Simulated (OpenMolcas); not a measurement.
Ionisation energies of iridium

```yaml
Program: OpenMolcas
Basis: ANO-RCC-VDZP [7s6p4d2f]
Scalar_Hamiltonian: DKH2, point nucleus
Spin-orbit_coupling: RASSI with atomic mean-field integrals over the reference wave functions, term energies averaged over their components
```

Active shells in each charge state: the valence d shell, with orbitals averaged over the low states. Where CASPT2's correlated closed shells are named, they are those of the first ion.

A. CASSCF
B. SS-CASPT2, IPEA 0.25 Eh, imaginary shift 0.1 Eh (closed shells correlated: 5s 5p)
C. SS-CASPT2, IPEA 0.25 Eh, imaginary shift 0.1 Eh (closed shells correlated: 4f 5s 5p)
D. SS-CASPT2, IPEA 0.25 Eh, imaginary shift 0.1 Eh (closed shells correlated: none)
E. SS-CASPT2, IPEA 0 Eh, imaginary shift 0.1 Eh (closed shells correlated: 5s 5p)

Energies in eV between the lowest computed levels, named as in B; reference values from the NIST Atomic Spectra Database with their kind.

| From | To | A | B | C | D | E | Spin-orbit share in B | Reference |
| --- | --- | --- | --- | --- | --- | --- | --- | --- |
| Ir2+ 5d7 4F 9/2 | Ir3+ 5d6 5D4 | 28.096 | 29.317 | 29.417 | 29.203 | 29.355 | +0.489 | 28.000 (theoretical) |
| Ir3+ 5d6 5D4 | Ir4+ 5d5 6S 5/2 | 40.045 | 41.051 | 41.165 | 40.926 | 41.043 | +0.576 | 40.000 (theoretical) |
| Ir4+ 5d5 6S 5/2 | Ir5+ 5d4 5D0 | 57.342 | 57.849 | 57.988 | 57.797 | 57.916 | -1.011 | 57.000 (theoretical) |
| Ir5+ 5d4 5D0 | Ir6+ 5d3 4F 3/2 | 72.158 | 72.584 | 72.711 | 72.487 | 72.631 | -0.402 | 72.000 (theoretical) |
| Ir6+ 5d3 4F 3/2 | Ir7+ 5d2 3F2 | 88.073 | 88.376 | 88.491 | 88.244 | 88.425 | -0.441 | 89.000 (theoretical) |
| Ir7+ 5d2 3F2 | Ir8+ 5d 2D 3/2 | 105.635 | 105.919 | 106.024 | 105.707 | 105.961 | +0.734 | 105.000 (theoretical) |

The lowest level within the active space need not be the ion's true ground level.
